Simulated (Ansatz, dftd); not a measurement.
System: H2GeOCl, charge 0, doublet. H2GeOCl (SMILES [Cl][GeH][OH], doublet).
B3LYP-D3(BJ)/def2-TZVP minimum from Ansatz (a program for electronic structure):
```xyz
5

Ge    -0.0937    -0.5980    -0.0638
O      1.6924    -0.6423    -0.0098
Cl    -0.7134     1.5037     0.0835
H     -0.5245    -1.3279     1.2488
H      2.1123     0.0398    -0.5470
```
Charge 0, spin multiplicity 2.

Quantity: atomisation energy (electronic, to ground-state atoms), in kJ/mol. UHF or UKS for unpaired electrons; spin-orbit terms are left out. Correlated methods leave the cores frozen (noble-gas shells, and filled d and f shells in the p block). No relativity. CBS(X,Y): correlation extrapolated as X^-3, Hartree-Fock from the larger set. A bracket is a step between two methods taken in the basis named. Double hybrids freeze cores in their MP2 part. For partners of very few electrons the exact lower level stands in for a higher one.

| level | program | atomisation energy (kJ/mol) | difference against the last row |
|---|---|---|---|
| HF/def2-SVP | Ansatz | 949.2 | -507.0 |
| PBE0/def2-TZVPD | Ansatz | 1423.0 | -33.2 |
| CAM-B3LYP-D3(BJ)/def2-TZVPD | Ansatz + dftd3 | 1435.8 | -20.4 |
| B2PLYP-D4/def2-TZVPD | Ansatz + dftd4 | 1423.4 | -32.8 |
| B2PLYP/def2-TZVPD | Ansatz | 1417.1 | -39.1 |
| B2GP-PLYP-D3(BJ)/def2-TZVPD | Ansatz + dftd3 | 1423.5 | -32.7 |
| MP2/def2-SVP | Ansatz | 1340.3 | -115.9 |
| MP2/def2-TZVPP | Ansatz | 1444.0 | -12.2 |
| MP2/CBS(def2-TZVPP,def2-QZVPP) | Ansatz | 1494.7 | 38.5 |
| CCSD(T)/def2-SVP | Ansatz | 1304.8 | -151.4 |
| CCSD(T)/def2-TZVPP | Ansatz | 1400.8 | -55.4 |
| CCSDT(Q)/def2-SVP | Ansatz | 1308.1 | -148.1 |
| CCSD(T)/CBS(def2-TZVPP,def2-QZVPP) + [CCSDT(Q) - CCSD(T)]/def2-SVP | Ansatz | 1456.2 | 0.0 |
